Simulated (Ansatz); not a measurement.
Harmonic frequencies (cm⁻¹) at PBE0-D4/def2-TZVP from Ansatz: 45, 46, 141, 158, 158, 162, 171, 171, 222, 222, 256, 256, 282, 375, 657, 657, 686, 686, 714, 1461, 2360, 4019, 4019, 4023.

Each molecule was computed in one conformer, which needn't be the lowest.

(1) Which molecule is it?
A. `O=C=[N][Hf]([OH])([OH])[OH]`
B. `[CH3][Hf]([Cl])([Cl])[Cl]`
C. `C#[C][Hf]([Cl])([Cl])[Cl]`
D. `[SH][Hf]([SH])([SH])[Cl]`

Results:

(1) A.
